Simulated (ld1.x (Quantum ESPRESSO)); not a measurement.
**Which change was made? (Tl, TM)**

Tl, norm-conserving Troullier–Martins (Kleinman–Bylander form), made with ld1.x (Quantum ESPRESSO) 7.5 (PBE, scalar-relativistic). Core [Xe] 4f14 5d10, reference 6s1 6p0 (charge +2). Waves: 6p (bound, empty): rc 2.30 bohr; 6s (bound): rc 1.65 bohr. Local part: the s channel. Core correction: none.

Cutoffs, loose and tight: the cutoffs (Ry, on a coarse ladder) from which the occupation-weighted sum of valence levels, in a spherical-Bessel basis at the reference potential, stays within 10 and 1 mRy of its value at 400 Ry. They do not see the model core or the augmentation charge, which bear on the density cutoff. Test errors are all-electron minus pseudo excitation energies from the reference, over the configurations 6s2 6p1; 6s2 6p0; 6s2 6p0.5; 6s1 6p1; 6s2 6p1.3; 6s0 6p3; 6s1 6p2; variants that change the core or the reference have their own tests.

The base gives: outcome: generated; cutoff, loose: 30 Ry; cutoff, tight: 80 Ry; bound ghosts: none; largest test error (meV): +823.

Question: After one change the result is: outcome: generated; cutoff, loose: 40 Ry; cutoff, tight: 90 Ry; bound ghosts: none; largest test error (meV): +191. Which change was it?
A. local potential all-electron potential smoothed inside 1.50 bohr (lloc = -1)
B. functional LDA (PZ)
C. reference 6s2 6p1

Answer: C. The others give: local potential all-electron potential smoothed inside 1.50 bohr (lloc = -1) → outcome: generated; cutoff, loose: 30 Ry; cutoff, tight: 70 Ry; bound ghosts: s, p, d; largest test error (meV): +807 | functional LDA (PZ) → outcome: generated; cutoff, loose: 30 Ry; cutoff, tight: 80 Ry; bound ghosts: none; largest test error (meV): +468.
